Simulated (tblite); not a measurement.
Species: C3H12B2GeO2.
Numbering: `[BH2:1][O:2][B:3]([GeH3:4])[O:5][CH:6]([CH3:7])[CH3:8]` (hydrogens: H9, H10 on B1; H11, H12, H13 on Ge4; H14 on C6; H15, H16, H17 on C7; H18, H19, H20 on C8)

Computed with GFN2-xTB (tblite), gas phase: L-BFGS steps from a force-field or distance-geometry start until the largest atomic force falls under 0.01 eV/Å.

At the end of the run (lengths in Å): O2–B3 1.315, B1–O2 1.302, Ge4–H12 1.498, B3–O5 1.348, B1–H10 1.181, O5–C6 1.414, Ge4–H13 1.504, B1–O2–B3 176.3°, O2–B3–Ge4 117.9°, B3–O5–C6 124.1°, O2–B3–O5 117.8°, O2–B3–O5–C6 177°, B3–O5–C6–C7 138°, H11–Ge4–B3–O2 -125°, H15–C7–C6–O5 61°.

**Question.** These geometries were met on the way; a selection of coordinates is given. Order them by energy above the end point, lowest first.
A. O2–B3 1.343, B1–O2 1.328, Ge4–H12 1.501, B3–O5 1.340, B1–H10 1.164, O5–C6 1.439, Ge4–H13 1.534, B1–O2–B3 126.1°, O2–B3–Ge4 108.1°, B3–O5–C6 119.8°, O2–B3–O5 124.2°, O2–B3–O5–C6 -129°, B3–O5–C6–C7 130°, H11–Ge4–B3–O2 -176°, H15–C7–C6–O5 38°
B. O2–B3 1.488, B1–O2 1.446, Ge4–H12 1.579, B3–O5 1.429, B1–H10 1.195, O5–C6 1.375, Ge4–H13 1.542, B1–O2–B3 105.7°, O2–B3–Ge4 112.3°, B3–O5–C6 115.9°, O2–B3–O5 122.6°, O2–B3–O5–C6 -121°, B3–O5–C6–C7 121°, H11–Ge4–B3–O2 -166°, H15–C7–C6–O5 30°
C. O2–B3 1.340, B1–O2 1.317, Ge4–H12 1.506, B3–O5 1.343, B1–H10 1.185, O5–C6 1.428, Ge4–H13 1.492, B1–O2–B3 144.8°, O2–B3–Ge4 112.6°, B3–O5–C6 127.3°, O2–B3–O5 116.4°, O2–B3–O5–C6 -152°, B3–O5–C6–C7 143°, H11–Ge4–B3–O2 -155°, H15–C7–C6–O5 67°
D. O2–B3 1.336, B1–O2 1.330, Ge4–H12 1.474, B3–O5 1.356, B1–H10 1.141, O5–C6 1.442, Ge4–H13 1.535, B1–O2–B3 115.3°, O2–B3–Ge4 108.9°, B3–O5–C6 114.7°, O2–B3–O5 126.0°, O2–B3–O5–C6 -126°, B3–O5–C6–C7 120°, H11–Ge4–B3–O2 -170°, H15–C7–C6–O5 34°
E. O2–B3 1.341, B1–O2 1.328, Ge4–H12 1.483, B3–O5 1.338, B1–H10 1.183, O5–C6 1.424, Ge4–H13 1.520, B1–O2–B3 138.8°, O2–B3–Ge4 110.2°, B3–O5–C6 124.2°, O2–B3–O5 121.5°, O2–B3–O5–C6 -137°, B3–O5–C6–C7 131°, H11–Ge4–B3–O2 -166°, H15–C7–C6–O5 52°

**Answer.** C (0.339 eV), E (0.552 eV), A (0.912 eV), D (1.517 eV), B (2.592 eV).

| step | E above end (eV) | rms distance from the end, all atoms (Å) | largest force (eV/Å) | rms shift of all bonds from the end (Å) |
| --- | --- | --- | --- | --- |
| 27 | 0.339 | 0.805 | 0.519 | 0.011 |
| 21 | 0.552 | 0.917 | 0.497 | 0.013 |
| 12 | 0.912 | 1.053 | 0.930 | 0.018 |
| 4 | 1.517 | 1.138 | 1.151 | 0.020 |
| 0 | 2.592 | 1.173 | 3.499 | 0.061 |

Rows stand in the order of the answer.
